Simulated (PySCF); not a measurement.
Run record: geometry optimisation, `CS[SiH2]CF`.

Computed with PBE0-D3(BJ)/def2-SVP geometry optimisation, gas phase (PySCF 2.14.0). Start geometry: GFN2-xTB. The command runs a driver script over a list of jobs; the input below is this job's line of settings and its coordinates in Å.

Command:
```bash
OMP_NUM_THREADS=1 python probes_run.py task.json out
```

Input:
```
{"job": {"xc": "PBE0", "basis": "def2-SVP", "d3": "d3bj", "grid": 1, "shake": 0.01, "kind": "geom"}, "charge": 0, "multiplicity": 1}
C      2.431450     0.285440     0.071550
S      0.828220     1.115720     0.478100
Si    -0.526970    -0.484700     0.011040
C     -2.211940     0.210240     0.385420
F     -3.192000    -0.766290     0.106100
H      2.410400     0.037480    -0.983590
H      3.204910     1.032230     0.262340
H      2.563070    -0.558840     0.688660
H     -0.378050    -0.824980    -1.374080
H     -0.211230    -1.630100     0.886860
H     -2.506720     1.069570    -0.221050
H     -2.371440     0.485960     1.444340
```

Problem. What does the run print?

Solution. 
```
step   0  E = -867.15245610  max force = 0.036315
step   1  E = -867.15856510  max force = 0.006825
step   2  E = -867.15892370  max force = 0.001565
step   3  E = -867.15897543  max force = 0.000634
step   4  E = -867.15900039  max force = 0.000858
step   5  E = -867.15901135  max force = 0.000693
step   6  E = -867.15901584  max force = 0.000474
step   7  E = -867.15901772  max force = 0.000338
optimisation converged
```

Energies in Eh; «max force» is the largest Cartesian gradient component in Eh/bohr.

Problem. Give the first gradient maximum in eV/Å.

Solution. With 1 Eh/bohr = 51.422 eV/Å, 1.867 eV/Å.

Problem. How much energy does the optimisation release, in kcal/mol?

Solution. E(step 0) − E(last step) = 0.006562 Eh, which is 4.1 kcal/mol.

Main results: final energy -867.15902 Eh after 7 steps; dipole 1.82 D.

Problem. Where do the atoms end?

Solution. 0.051 Å rms from the input after alignment:
```
atom  x, y, z in Å
C1     2.1146    0.8979    0.1190
S2     0.4816    1.6022    0.5192
Si3   -0.7748   -0.0722    0.0644
C4    -2.5435    0.5070    0.4456
F5    -3.4299   -0.5217    0.2026
H6     2.1832    0.6194   -0.9421
H7     2.8544    1.6826    0.3262
H8     2.3407    0.0257    0.7494
H9    -0.6600   -0.4673   -1.3726
H10   -0.4300   -1.2609    0.9019
H11   -2.8096    1.3756   -0.1824
H12   -2.6292    0.8238    1.5000
```

Problem. How long does this job take on one thread of an Arm Neoverse V2, shared host with 32 logical CPUs at a one-minute load of 26? And the peak memory of the process?

Solution. About 34 s, with 0.45 GiB resident at the peak, the Python interpreter and its libraries included.
Labels such as C1 count atoms from 1, the log's own numbers from 0.
